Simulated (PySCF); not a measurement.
InOF: map over both bonds

All numbers come from PySCF, PBE0, basis In def2-TZVP with ECP28, O def2-TZVP, F def2-TZVP (scalar-relativistic core potentials, no spin–orbit coupling, density fitting).

Rigid scan from the singlet minimum (In–F 1.902 Å, In–O 1.823 Å; F–In–O 180.0°). Coordinate: rows scale the first bond (In–O), columns the second (In–F). Energies in kJ/mol from the minimum.

Rows run from the largest first scale (top) to the smallest, columns from the smallest second scale to the largest. Lower edges of the bins (kJ/mol): '_' 0.00, '.' 0.74, ':' 1.93, '-' 3.80, '=' 6.76, '+' 11.46, '*' 18.91, '#' 30.72, '%' 49.43, '@' 79.09; top 126, each point printed twice.
```
@@@@%%%%@@@@
%%######%%@@
**++==++##%%
++--__--**%%
**==--++##%%
##******%%@@
```

Q: Give the energies on the grid of the scan.

A: 
```csv
scale \ scale,0.94,0.97,1.00,1.04,1.09,1.15
0.94,41,27,23,30,51,86
0.97,23,9,5,12,32,66
1.00,19,4,0,6,26,60
1.04,27,12,7,13,32,65
1.09,53,37,32,37,55,87
1.15,96,80,74,78,95,126
```

Other isomers or separated fragments may lie lower.
